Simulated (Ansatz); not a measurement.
Relaxation of PPSbSb tetrahedron (Sb₂P₂) with RKS r2SCAN-D4/def2-SVP.

```sh
$ ansatz run in.yaml --threads 4 --pin off --events-out ev --progress --plain --max-ram 3916MiB
```

```yaml
crystal:
  periodic: [false, false, false]
  atoms:
    - {symbol: P, position_ang: [-0.405830, -0.489450, 1.227770]}
    - {symbol: P, position_ang: [-0.114730, 1.366740, 0.180280]}
    - {symbol: Sb, position_ang: [1.598280, -0.385900, -0.241310]}
    - {symbol: Sb, position_ang: [-1.077720, -0.491390, -1.166750]}
basis:
  gaussian: {orbitals: def2-SVP}
hamiltonian: {xc: r2scan, dispersion: d4}
scf: {omitted_lower_state_checks: [starts]}
output: {orbitals: {seedname: orbitals}}
relax: {f_tol: 0.02, max_steps: 100}
```

Hardware: 4 threads of Intel Xeon on a shared host. Wall time 14 s.

Positions (Å) and forces (eV/Å) at steps 1, 2, 3, 4 of 4:

```xyz
4
step=1 energy=-31652.7529 eV
P    -0.406   -0.489    1.228   -0.485   -0.948    1.514
P    -0.115    1.367    0.180   -0.060    1.835   -0.078
Sb    1.598   -0.386   -0.241    0.620   -0.440   -0.602
Sb   -1.078   -0.491   -1.167   -0.075   -0.447   -0.835
4
step=2 energy=-31652.8149 eV
P    -0.433   -0.476    1.306    0.105   -0.341   -0.268
P    -0.135    1.431    0.228    0.148   -0.080   -0.410
Sb    1.566   -0.428   -0.323    0.528    0.238    0.566
Sb   -0.999   -0.527   -1.210   -0.781    0.183    0.113
4
step=3 energy=-31652.8784 eV
P    -0.423   -0.501    1.279   -0.008   -0.146    0.039
P    -0.123    1.418    0.195    0.032    0.106   -0.103
Sb    1.601   -0.407   -0.277   -0.081    0.017    0.008
Sb   -1.056   -0.511   -1.196    0.057    0.023    0.056
4
step=4 energy=-31652.8800 eV
P    -0.423   -0.508    1.280   -0.001   -0.014    0.004
P    -0.121    1.423    0.189    0.003    0.010   -0.009
Sb    1.597   -0.406   -0.276   -0.003    0.001    0.002
Sb   -1.053   -0.509   -1.193    0.001    0.002    0.003
```

In the def2 sets Sb takes a core potential; there is no spin–orbit coupling.
